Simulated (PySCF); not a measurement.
Spinor energies of Si³⁺ (silicon, charge +3)

Start: [Ne] 3s1; 3s1/2 filled at m_j = +1/2. Calculated with PySCF 2.14 in x2c-TZVPPall-2c: generalised Hartree-Fock with the X2C-1e Hamiltonian and a Gaussian nucleus; one run each with spin-orbit coupling (SO) switched off, then screened by Boettger's factors.

```csv
spinor shell,electrons,"ε, spin-free (eV)","ε, screened SO (eV)",weight of nominal j (screened SO),"rms radius, screened SO (bohr)"
1s1/2,2,-1914.6,-1914.6,1.000,0.129
2s1/2,2,-204.52,-204.52,1.000,0.611
2p1/2,2,-152.21,-152.73,0.942,0.595
2p3/2,4,-152.21,-151.96,0.971,0.596
3s1/2,1,-44.722,-44.722,1.000,2.00
```

```tsv
quantity	spin-free	screened SO
E (hartree)	-287.41476	-287.41501
M_J	1/2	1/2
⟨J²⟩	0.750	0.750
⟨L²⟩	0.000	0.000
⟨S²⟩	0.750	0.750
```

Each row is a mean over spinors that exchange with the open shell spreads, by up to 0.958 eV (2s1/2).

Without spin-orbit coupling the j labels of p, d and f shells carry no meaning; the spin-free column gives the mean over the occupied spinors of each nl shell.
